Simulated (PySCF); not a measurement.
Ga(F)(vinyl)(OH) (C₂H₄FGaO), SMILES [CH](=C)[Ga]([OH])[F].

Geometry: PBE-D3(BJ)/def2-SVP. The structure was generated by enumeration; whether it is a known compound was not checked. The values are those of a single conformer.

Level of theory: PySCF with TDA-PBE/def2-SVPD.

Vertical excitations. The molecule is in vacuum. State labels are in the subgroup Cs.

Computed excitation energies, oscillator strengths and character:
```tsv
state	symmetry	energy (eV)	λ (nm)	f	main pairs
S1	A'	5.27	235	0.017	HOMO→LUMO 55 %, HOMO−2→LUMO 39 %
S2	A"	5.37	231	0.001	HOMO−1→LUMO 95 %
S3	A"	5.76	215	0.001	HOMO→LUMO+1 94 %
S4	A"	6.03	206	0.002	HOMO−3→LUMO 86 %
S5	A"	6.18	201	0.041	HOMO−2→LUMO+1 92 %
S6	A'	6.34	195	0.040	HOMO−1→LUMO+1 33 %, HOMO−2→LUMO 25 %, HOMO→LUMO+2 18 %, HOMO→LUMO 11 %
S7	A'	6.53	190	0.252	HOMO−1→LUMO+1 52 %, HOMO→LUMO 15 %, HOMO−2→LUMO 9 %, HOMO−5→LUMO 8 %
S8	A"	6.53	190	0.000	HOMO−4→LUMO 99 %
S9	A'	6.73	184	0.033	HOMO−5→LUMO 76 %
S10	A'	7.06	176	0.179	HOMO−3→LUMO+1 75 %
T1	A'	4.10	302	0	HOMO→LUMO 68 %, HOMO−2→LUMO 28 %
T2	A'	4.98	249	0	HOMO−2→LUMO 69 %, HOMO→LUMO 29 %
T3	A"	5.00	248	0	HOMO−1→LUMO 97 %
T4	A"	5.51	225	0	HOMO→LUMO+1 93 %
```
Triplets are in the Tamm–Dancoff approximation.
